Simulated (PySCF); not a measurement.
Bi(F)(TeH)2 (BiFH2Te2), SMILES [F][Bi]([TeH])[TeH].

The structure is a stationary point at PBE-D3(BJ)/def2-SVP. The structure was generated by enumeration; whether it is a known compound was not checked. The def2 effective core potentials stand for the cores of Bi, Te; spin–orbit coupling is left out.

Two levels are set side by side: TDA-PBE/def2-SVPD (PySCF) and TDA-CAM-B3LYP/def2-SVPD (PySCF). Vertical, same geometry. The lowest singlet is HOMO→LUMO 94 % with PBE and HOMO→LUMO 85 % with the other functional; states are paired by order. Differences are taken from unrounded values.

```csv
quantity,TDA-CAM-B3LYP,TDA-PBE,TDA-PBE minus TDA-CAM-B3LYP
lowest singlet excitation (eV),3.13,2.64,-0.49
lowest triplet excitation (TDA) (eV),2.75,2.39,-0.36
```

A lower first singlet is the usual sign of a functional without exact exchange. Differences between two approximate levels are no errors against the true value.

Rough cost on one machine, each run with all the roots and properties that it gave: TDA-CAM-B3LYP against TDA-PBE about 4 times.
